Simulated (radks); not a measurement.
Neutral phosphorus is in [Ne] 3s2 3p3. Calculated with a radial shooting solver on a logarithmic mesh with Libxc functionals: non-relativistic Kohn-Sham, PBE, spin-polarised, spherical densities, point nucleus. Open shells are filled with parallel spins first. One electron is removed from 3p, 3s, 2s, 2p in turn, with full relaxation. Which removal costs least, and what does each cost?

Answer. 3p 10.550 eV; 3s 16.165 eV; 2p 138.60 eV; 2s 185.94 eV. The 3p electron leaves first.
